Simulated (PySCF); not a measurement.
GeH₆Si₂, SMILES [Ge]([SiH3])[SiH3] (connectivity only; charge and spin as stated), neutral, multiplicity 1.

The structure is a stationary point at B3LYP-D3(BJ)/def2-SVP. The structure was generated by enumeration; whether it is a known compound was not checked.

Calculation: PBE/def2-TZVPD run with PySCF.

Computed frontier levels, gap, dipole moment and polarisability:
- highest occupied level: -5.70 eV
- lowest empty level: -4.27 eV
- orbital gap: 1.43 eV
- dipole moment: 0.52 D
- quadrupole, principal values (traceless, Buckingham form, about the centre of nuclear charge): -2.82, -2.71, 5.53 D·Å
- mean static polarisability: 108.4 bohr³ (16.06 Å³)
- polarisability, principal values: 79.0, 112.2, 133.8 bohr³
